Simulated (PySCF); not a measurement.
SMILES F[Si](F)(F)/C=C\[Si](C)(C)C (C5H11F3Si2), GFN2-xTB optimised geometry. Atoms within 1.6 Å of the plane z = 0.0 Å (x, y, z in Å): C5 (1.17, -0.13, 1.04), C6 (0.35, -0.33, 0.00), Si7 (-1.50, -0.33, 0.00), F8 (-2.08, -1.03, -1.31), F9 (-2.24, -1.09, 1.19), F10 (-2.21, 1.09, 0.00), H20 (2.24, -0.17, 0.83), H21 (0.79, -0.52, -0.98).

Level of theory: PySCF with PBE0/def2-SVP. Cells within 0.4 Å of a nucleus heavier than hydrogen are left out (blank, or x).

Map of the electrostatic potential (hartree/e), clipped to [-0.08, 0.12] on the plane z = 0.0 Å:

```
|11111111122222222222222222222|
|11111111112222222222222222222|
|11111111111222222222222222222|
|11111111111222222222222222222|
|11111111111122222222222222222|
|11110000011122222222222222222|
|11100000001112222222222222222|
|11000000000112222222222222222|
|10000036411122222222222222222|
|10000599993222222222222333332|
|1000199xx97543322222233333333|
|110019xxx99985443223333333333|
|11112999999999999644444333333|
|11113799999999999996555443333|
|111249999xx9999x9998766543333|
|112359999xx999xxx999776543333|
|112259999xx9999x9997555443333|
|11123799999999999985444433333|
|11112499999999999643333333333|
|11111248999996554322333333333|
|11111124678764332222223333332|
|11111112345543322222222333322|
|11111112233333222222222222222|
|11111111222222222222222222222|
|11111111222222222222222222222|
|11111111222222222222222222222|
|11111111222222222222222222222|
|11111111222222222222222222222|
|11111112222222222222222222222|
```
Scale: ten equal steps from -0.037 (start of '0') to 0.120 (end of '9'), in the order '0123456789'; x runs from -4.50 to 4.50, y from -4.50 (bottom) to 4.50 (top).
